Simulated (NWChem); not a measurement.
# SiNH3OBrF; SMILES N[Si](O)(F)Br

```xyz
8

N     -0.9793     1.6357    -1.0717
Si     0.0460     0.7847     0.0145
O      1.6428     1.1237    -0.2723
F     -0.4276     1.2585     1.5010
Br    -0.0705    -1.4371    -0.0198
H     -0.9155     1.4243    -2.0711
H     -1.9573     1.7629    -0.7964
H      1.8029     2.0754    -0.4124
```
Atoms are numbered in this order, from 1.

Level: PBE-D3(BJ)/def2-SVP (NWChem), optimised geometry, unscaled harmonic frequencies. This build's default masses of Se (78.918 u) and Br (79.917 u) are each other's, which moves their modes by up to 0.6 %.

```json
[
 {"frequency (cm⁻¹)": "153", "IR intensity (km/mol)": "5.4"},
 {"frequency (cm⁻¹)": "175", "IR intensity (km/mol)": "6.0"},
 {"frequency (cm⁻¹)": "202", "IR intensity (km/mol)": "25.9"},
 {"frequency (cm⁻¹)": "251", "IR intensity (km/mol)": "11.7"},
 {"frequency (cm⁻¹)": "259", "IR intensity (km/mol)": "4.0"},
 {"frequency (cm⁻¹)": "309", "IR intensity (km/mol)": "21.8"},
 {"frequency (cm⁻¹)": "373", "IR intensity (km/mol)": "97.9"},
 {"frequency (cm⁻¹)": "434", "IR intensity (km/mol)": "10.5"},
 {"frequency (cm⁻¹)": "478", "IR intensity (km/mol)": "331.4"},
 {"frequency (cm⁻¹)": "765", "IR intensity (km/mol)": "103.7"},
 {"frequency (cm⁻¹)": "798", "IR intensity (km/mol)": "7.9"},
 {"frequency (cm⁻¹)": "856", "IR intensity (km/mol)": "191.1"},
 {"frequency (cm⁻¹)": "914", "IR intensity (km/mol)": "138.7"},
 {"frequency (cm⁻¹)": "967", "IR intensity (km/mol)": "140.9"},
 {"frequency (cm⁻¹)": "1490", "IR intensity (km/mol)": "53.2"},
 {"frequency (cm⁻¹)": "3488", "IR intensity (km/mol)": "38.3"},
 {"frequency (cm⁻¹)": "3583", "IR intensity (km/mol)": "37.4"},
 {"frequency (cm⁻¹)": "3740", "IR intensity (km/mol)": "79.7"}
]
```

```json
{
  "zero_point_energy": "27.5 kcal/mol",
  "thermal correction to the enthalpy at 298.15 K (with zero-point energy)": "32.6 kcal/mol",
  "heat capacity Cv": "23.9 cal/(mol K)",
  "entropy at 298.15 K and 1 atm (symmetry number 1)": "84.5 cal/(mol K)",
  "dipole_moment": "3.20 D"
}
```

Rigid rotor and harmonic oscillator.
